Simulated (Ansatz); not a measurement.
Computed with Ansatz.

A structure relaxed at PBE0-D4/def2-TZVP, charge 0, multiplicity 1:

```xyz
11

B     1.596   -1.160   -0.022
C     0.506   -0.111   -0.489
F    -0.033   -0.418   -1.738
O    -0.457   -0.216    0.491
C    -1.421    0.822    0.492
H     1.523   -2.288   -0.399
H     2.449   -0.810    0.735
H     0.859    0.928   -0.584
H    -0.937    1.799    0.606
H    -2.079    0.644    1.341
H    -2.005    0.810   -0.431
```

Problem. Give its formula and SMILES.

Solution. C2H6BFO, `BC(F)OC`.

Problem. Summarise the bond lengths by kind.

Solution. 1 × B–C 1.583 Å; 2 × B–H 1.192 to 1.193 Å; 1 × C–F 1.394 Å; 2 × C–O 1.378 to 1.416 Å; 4 × C–H 1.089 to 1.101 Å.
